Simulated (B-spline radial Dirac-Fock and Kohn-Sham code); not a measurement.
**Ru 3p3/2: cross section and angular parameters**

System: neutral ruthenium, 1s2 2s2 2p6 3s2 3p6 3d10 4s2 4p6 4d7 5s1; threshold 461.5 eV (tabulated edge). Method: Dirac-Hartree-Slater photoionisation with a Latter tail; cross sections with all multipoles, angular parameters from the dipole term and its interference with E2. Computed with an atomic code on a B-spline grid.

For linearly polarised light dσ/dΩ = σ/(4π) [1 + β P₂(cos θ) + (δ + γ cos²θ) sin θ cos φ], with θ from the polarisation vector and φ the angle between the beam and the projection of the electron momentum on the plane normal to the polarisation.

```tsv
hν (eV)	σ (kb)	β	γ	δ
561	376	0.765	0.150	0.102
600	354	0.963	0.242	0.075
989	189	1.526	0.037	0.005
1070	166	1.558	0.007	0.003
1090	161	1.565	0.001	0.003
1200	137	1.593	-0.021	0.003
1730	69.2	1.638	0.017	0.005
2590	29.1	1.614	0.234	0.011
2890	22.6	1.599	0.314	0.013
3060	19.8	1.589	0.359	0.015
3070	19.6	1.589	0.361	0.015
3330	16.2	1.573	0.428	0.017
3520	14.1	1.562	0.476	0.019
4000	10.3	1.533	0.592	0.023
4770	6.56	1.487	0.760	0.031
8047.8	?	?	?	?
9251.7	1.05	1.256	1.429	0.087
```

Q: Give the values at Cu Kα (8047.8 eV).

A: σ = 1.57 kb, β = 1.312, γ = 1.289, δ = 0.071.
